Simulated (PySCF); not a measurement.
Energies from PySCF, thermal terms from the rigid-rotor harmonic-oscillator model, ideal gas at 1 bar. Table values come from the NASA 1993 polynomials. Open shells (unrestricted): MgCl (multiplicity 2). The harmonic model lacks anharmonicity and excited electronic states, which grow with temperature; levels with a mode under 35 cm⁻¹ are left out. The table's entry may be an old estimate for MgCl (not checked at source).

Harmonic frequencies at PBE/def2-SVP (cm⁻¹): 448. Point group C∞v; S°(298 K) = 233.8 J/mol/K at this level.

Q: Work out Cp and S° of gaseous MgCl at 500, 800, 1200, 1600, 2000 K from these, and set them beside the table.

A: 
| T (K) | Cp PBE/def2-SVP | Cp table | S° PBE/def2-SVP | S° table |
|---|---|---|---|---|
| 500 | 36.4 | 36.5 | 252.2 | 251.9 |
| 800 | 37.0 | 37.3 | 269.5 | 269.3 |
| 1200 | 37.2 | 37.8 | 284.5 | 284.5 |
| 1600 | 37.3 | 38.0 | 295.2 | 295.4 |
| 2000 | 37.3 | 38.3 | 303.6 | 303.9 |
Units J/mol/K.
